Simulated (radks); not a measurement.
Problem. Ionisation of the rhodium ion Rh3+, [Kr] 4d6, to [Kr] 4d5 as the strength of local exchange is varied. All-electron calculation, Dirac Kohn-Sham, Slater X-alpha exchange (alpha = 2/3 is LDA exchange), no correlation, spin-unpolarised, spherical densities, finite nucleus; open shells fill j = l - 1/2 first; Fermi nuclear charge, rms radius 4.4945 fm. Program: a radial shooting solver on a logarithmic mesh with Libxc functionals.

alpha  E(Rh3+) (hartree)  exchange (hartree)  IE (eV)  -e of the level emptied (eV)  <r> of it (bohr)
0.576        -4756.56937          -110.92601   43.232                35.997 (4d5/2)             1.410
0.667        -4774.12485          -128.90090   45.218                37.854 (4d5/2)             1.385
0.897        -4818.76936          -174.87713   50.489                42.814 (4d5/2)             1.325
0.925        -4824.23108          -180.52749   51.155                43.443 (4d5/2)             1.319
0.974        -4833.80303          -190.44339   52.333                44.558 (4d5/2)             1.307
x            -4751.94959          -106.20579   42.718                35.518 (4d5/2)             1.417

Which alpha was used in the last row?

Solution. alpha = 0.552. NIST Atomic Spectra Database: 42 +/- 1.7 eV (theoretical). The central value is not met in this range of alpha. Spin polarisation and multiplet splitting are left out, so open shells lie too high by an amount that depends on their filling.

Beside tabulated values, note that spin-unpolarised runs miss the spin-polarisation part of the exchange energy of open shells.
